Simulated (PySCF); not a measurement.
A run for PySCF: R-B3LYP/LANL2DZ on Cl2H4Si (a complex), monomers drawn apart or pushed together.

```python
from pyscf import gto, scf, dft, mp
from pyscf.data.elements import chemcore

mol = gto.M(
    atom='''
    Cl    0.18137012    0.42715245   -0.08155604
    H    -0.08917065   -0.45574490    0.81766539
    Si    0.06644263    0.69242958    3.58273868
    Cl   -0.38484068   -1.21686407    2.88530840
    H    -0.02832189    0.65304997    5.05392863
    H    -0.91838958    1.62738185    3.01156674
    H     1.43468038    1.02183082    3.14706602
    ''',
    basis='lanl2dz',
    ecp={'Cl': 'lanl2dz', 'Si': 'lanl2dz'},
    charge=0, spin=0, verbose=3, max_memory=1800)
mf = dft.RKS(mol, xc='b3lyp')
mf.conv_tol = 1e-8
mf.max_cycle = 100
mf.kernel()
if not mf.converged:
    mf = mf.newton().run(mf.mo_coeff, mf.mo_occ)
```

Task: Give the final energy of this run.

Result: -36.1847 hartree.
